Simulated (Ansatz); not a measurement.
HBCl (SMILES [BH]Cl), doublet, at a GFN2-xTB geometry; MP2/cc-pVDZ in Ansatz (a first-principles code).

Ansatz was given this input:
Ansatz 0.2 input:
```yaml
crystal:
  periodic: [false, false, false]
  atoms:
    - {symbol: B, position_ang: [-1.11910595, 0.43366543, 0.05067460]}
    - {symbol: Cl, position_ang: [0.44881581, -0.11025720, -0.01488399]}
    - {symbol: H, position_ang: [-2.03433907, -0.29395469, -0.00034516]}
basis:
  gaussian:
    orbitals: cc-pVDZ
magnetization: {spin_polarized: true, initial_magnetization: 1}
correlation: {method: mp2}
```

It wrote (shortened):

```
Functional definition: HF
370 factors; integrals over basis functions are off by at most 9.7e-4 eV
mean field evaluation 1: about -13189.2724 eV, gradient 8.3e0 eV
mean field evaluation 2: about -13189.3162 eV, gradient 8.4e0 eV
mean field evaluation 4: about -13190.1951 eV, gradient 1.6e0 eV
mean field evaluation 8: about -13190.2418 eV, gradient 2.3e-1 eV
mean field evaluation 16: about -13190.2432 eV, gradient 2.2e-6 eV
mean field -13190.24322494 eV, -484.7324978486 hartree, gradient 2.2e-6 eV, S^2 0.754080; 0 other end points of the search recorded, 0 dependent functions left out
6 core orbitals not correlated
reference -13190.24322494 eV, -484.7324978486 hartree; 6, 5 occupied and 25, 26 virtual orbitals, 370 factors
second order -5.37458723 eV of doubles, -0.00000000 eV of singles
Total energy: -13195.61781217 eV, -484.9300102864 hartree
```
